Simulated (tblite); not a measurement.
Species: CH9FSeSi3.
Atom-mapped SMILES: `[CH3:1][Si@H:2]([F:3])[SiH2:4][Se:5][SiH3:6]` (hydrogens: H7, H8, H9 on C1; H10 on Si2; H11, H12 on Si4; H13, H14, H15 on Si6)

Computed with GFN2-xTB (tblite), gas phase: L-BFGS steps from a force-field or distance-geometry start until the largest atomic force falls under 0.01 eV/Å.

Step 3: E = -542.2989 eV
```
atom  x, y, z in Å  |  force x, y, z in eV/Å
C1     -2.3017    0.0145    0.8975    0.133   0.024  -0.245
Si2    -1.1970    0.5102   -0.5459    0.393  -0.180   0.441
F3     -2.0627    0.6244   -1.8910   -0.140   0.165  -0.175
Si4     0.3634   -1.1343   -0.8449   -0.091   0.229  -0.111
Se5     1.4156   -1.5353    1.1720    0.134   0.189  -0.208
Si6     2.5326    0.4622    1.1200   -0.053  -0.021  -0.066
H7     -3.0600    0.7607    1.0484   -0.390   0.137   0.254
H8     -2.7725   -0.9406    0.7029   -0.163  -0.092   0.055
H9     -1.7110   -0.0820    1.7999   -0.028   0.009   0.109
H10    -0.5534    1.7793   -0.2477   -0.193   0.366  -0.194
H11     1.3668   -0.6930   -1.8122    0.196  -0.201  -0.037
H12    -0.2789   -2.3556   -1.2687    0.108  -0.485  -0.041
H13     3.4649    0.4917    2.2200    0.137  -0.108   0.222
H14     3.2279    0.5609   -0.1601   -0.013  -0.023  -0.009
H15     1.5615    1.5449    1.2483   -0.028  -0.010   0.006
```

Step 4: E = -542.3548 eV
```
atom  x, y, z in Å  |  force x, y, z in eV/Å
C1     -2.3059    0.0224    0.8847   -0.137   0.013   0.134
Si2    -1.1843    0.5197   -0.5279    0.292  -0.187   0.037
F3     -2.0543    0.6371   -1.8741   -0.119   0.143  -0.182
Si4     0.3561   -1.1432   -0.8706    0.002   0.226   0.006
Se5     1.4298   -1.5159    1.1516    0.060   0.061  -0.174
Si6     2.5440    0.4741    1.1253   -0.140  -0.200  -0.071
H7     -3.0762    0.7481    1.0741   -0.344   0.253   0.075
H8     -2.7808   -0.9311    0.7187   -0.181  -0.258  -0.151
H9     -1.7322   -0.0803    1.7892    0.225  -0.005   0.343
H10    -0.5775    1.8108   -0.2702   -0.099   0.367  -0.115
H11     1.3887   -0.7126   -1.8151    0.111  -0.191  -0.051
H12    -0.2606   -2.3917   -1.2674    0.112  -0.354  -0.028
H13     3.4642    0.4792    2.2261    0.237  -0.078   0.327
H14     3.2204    0.5563   -0.1531    0.125   0.035  -0.190
H15     1.5643    1.5349    1.2473   -0.144   0.175   0.039
```

Problem. Estimate the geometry and energy of step 5. (The exact step hangs on the optimiser's Hessian estimate; all steps are aligned on step 4, rigid shifts and turns removed.)

Solution. E = -542.3824 eV, largest force 0.417 eV/Å
```
atom  x, y, z in Å  |  force x, y, z in eV/Å
C1     -2.3118    0.0273    0.8807   -0.225  -0.022   0.342
Si2    -1.1734    0.5233   -0.5185    0.079  -0.053  -0.130
F3     -2.0505    0.6467   -1.8658   -0.057   0.114  -0.119
Si4     0.3520   -1.1461   -0.8859    0.058   0.070   0.018
Se5     1.4389   -1.5038    1.1368   -0.001  -0.056  -0.133
Si6     2.5490    0.4781    1.1278   -0.078  -0.181  -0.006
H7     -3.0905    0.7442    1.0900   -0.222   0.227  -0.040
H8     -2.7884   -0.9293    0.7254   -0.132  -0.219  -0.218
H9     -1.7412   -0.0793    1.7882    0.246  -0.002   0.337
H10    -0.5933    1.8351   -0.2853   -0.080   0.264  -0.083
H11     1.4032   -0.7272   -1.8177    0.054  -0.180  -0.059
H12    -0.2476   -2.4178   -1.2668    0.153  -0.173   0.008
H13     3.4673    0.4705    2.2346    0.185  -0.063   0.256
H14     3.2181    0.5542   -0.1522    0.166   0.064  -0.223
H15     1.5636    1.5320    1.2473   -0.149   0.211   0.050
```

The energy changes by -0.0276 eV. The first-order estimate −F·Δx gives -0.0374 eV and the mean of the old and new forces, exact on a quadratic surface, -0.0277 eV. The step makes an angle of 62° with the force vector and moves no atom by more than 0.033 Å.

What follows is the cost of the whole relaxation. Hardware: one thread of an Arm Neoverse N1, on a shared host. Cost: 0.85 s wall.
